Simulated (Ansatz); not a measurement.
Gas-phase electronic energies from Ansatz, PBE0-D4/def2-TZVP geometries. CBS: MP2 limit from def2 TZ/QZ plus the TZ coupled-cluster correction, frozen cores. def2 core potentials past Kr. For I outer-core shells are correlated without core-valence functions, which leaves a few kJ/mol of doubt a bond. Each species was taken in one conformer, which may not be the lowest.

`CO[B]([AlH2])[SiH3]` + `[OH][AlH][I]` → `[OH][AlH][AlH2]` + `COB([SiH3])I`  (redistribution)

```
              species  HF/def2-QZVPP energy (Eh)
`CO[B]([AlH2])[SiH3]`                 -673.00149
       `[OH][AlH][I]`                 -614.78499
    `[OH][AlH][AlH2]`                 -561.12626
       `COB([SiH3])I`                 -726.63967
```

Task: Work out ΔE.

Result: ΔE = (-561.12626) + (-726.63967) − (-673.00149) − (-614.78499) = 0.02055 Eh = +54.0 kJ/mol. CCSD(T)/CBS gives +46.0 kJ/mol.

Largest T1 diagnostic among the species: 0.015.

In def2-TZVPP, CCSD(T) changes the Hartree–Fock value by −10.1 kJ/mol (the triples alone add −1.4 kJ/mol) and MP2 by −9.1 kJ/mol.
